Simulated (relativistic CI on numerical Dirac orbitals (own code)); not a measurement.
Crystal-field levels of Ag2+, 4d9

Calculated by Dirac-Coulomb-Breit CI, orbitals from a KLI potential per configuration, model QED (radiative potential, 1s self-energy scaled to tabulated hydrogen-like ionisation energies), one configuration in a parametric crystal field, unscaled Slater integrals (own radial code).

Field parameters in Wybourne normalisation: D4h B²₀ = −7Ds, B⁴₀ = 21(Dq − Dt), B⁴₄ = 21√(5/14) Dq. The field is a parameter set, without covalency.

S is read from ⟨S²⟩ = S(S + 1).

Levels (cm⁻¹, degeneracy): 0 (2), 2278 (2), 19932 (2), 22495 (2), 23463 (2).

**Question.** Which field gives this pattern?
A. D4h, 10Dq = 22500, Ds = -1500, Dt = 350 cm⁻¹
B. D4h, 10Dq = 22500, Ds = 2590, Dt = 350 cm⁻¹
C. D4h, 10Dq = 22500, Ds = 140, Dt = 350 cm⁻¹
D. D4h, 10Dq = 22500, Ds = -1090, Dt = 350 cm⁻¹

**Answer.** C. D4h, 10Dq = 22500, Ds = 140, Dt = 350 cm⁻¹, ground level with S = 0.50.
